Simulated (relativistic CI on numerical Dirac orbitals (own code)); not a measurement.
## Te5+: calculation against measurement

Calculated at this level of theory: Dirac-Coulomb-Breit CI, separate exchange-only KLI orbitals for each configuration, a model potential for QED, valence Slater integrals scaled by 0.85, P86 correlation energy added to each configuration (own radial code, finite nucleus).

Configurations in the expansion (outside the closed core [Kr]): 4d10 5s, 4d10 5p, 4d10 5d, 4d10 5f, 4d10 5g, 4d10 4f, 4d10 6s, 4d9 5s2, 4d10 6p, 4d9 5s 4f, 4d10 6d, 4d8 5s 5p2, 4d10 7s, 4d9 5p2, 4d9 5s 5p, 4d10 7p. Levels of other configurations are missing.

| Configuration | Term (tabulated) | J | Measured (cm⁻¹) | Computed | Error | Purity (%) |
| --- | --- | --- | --- | --- | --- | --- |
| 4d10 5s | 2S | 1/2 | 0.0 | 0 | 0 | 100 |
| 4d10 5p | 2P° | 1/2 | 93334.6 | 90869 | -2466 | 100 |
| 4d10 5p | 2P° | 3/2 | 105150.2 | 102211 | -2939 | 100 |
| 4d10 5d | 2D | 3/2 | 238087.6 | 233679 | -4408 | 100 |
| 4d10 5d | 2D | 5/2 | 239736.2 | 235228 | -4508 | 100 |
| 4d10 6s | 2S | 1/2 | 278436.2 | 272028 | -6408 | 100 |
| 4d10 6p | 2P° | 1/2 | 314198.4 | 307298 | -6901 | 100 |
| 4d10 6p | 2P° | 3/2 | 318601.4 | 311504 | -7097 | 100 |
| 4d9 5s 5p | 4P° | 3/2 | 376310.0 | 379204 | 2894 | 60 |
| 4d9 5s 5p | 4P° | 1/2 | 385045.0 | 387602 | 2557 | 77 |
| 4d9 5s 5p | 2P° | 3/2 | 392650.0 | 395105 | 2455 | 66 |
| 4d9 5s 5p | 2P° | 1/2 | 393730.0 | 396002 | 2272 | 87 |
| 4d9 5s 5p | 2P° | 3/2 | 411220.0 | 422228 | 11008 | 95 |
| 4d9 5s 5p | 2P° | 1/2 | 422875.0 | 432881 | 10006 | 98 |
| 4d9 5p2 | 4D | 3/2 | 488295.0 | 493283 | 4988 | 68 |
| 4d9 5p2 | 2P | 3/2 | 490499.0 | 501362 | 10863 | 75 |
| 4d9 5p2 | 2P | 1/2 | 501898.0 | 511952 | 10054 | 79 |
| 4d9 5p2 | 2D | 5/2 | 510691.0 | 520074 | 9383 | 97 |
| 4d9 5p2 | 2P | 1/2 | 511382.0 | 517925 | 6543 | 70 |
| 4d9 5p2 | 2P | 3/2 | 513098.0 | 520178 | 7080 | 76 |

Measured levels from measured levels as listed in Rauch et al., Astron. Astrophys. 606, A105 (2017); pairs were made by configuration, J and term (by order where the table uses no LS term), so strongly mixed levels may be paired wrongly.

Mean error by configuration (cm⁻¹): 4d10 5p -2702; 4d10 5d -4458; 4d10 6s -6408; 4d10 6p -6999; 4d9 5s 5p 5199; 4d9 5p2 8152. Over the excited levels the mean absolute error is 6044 cm⁻¹ (19 of the 28 excited levels that our extract of the source holds in range could be paired, and the others can miss by more), and the median relative error of those above 1,000 cm⁻¹ is 1.9 %.
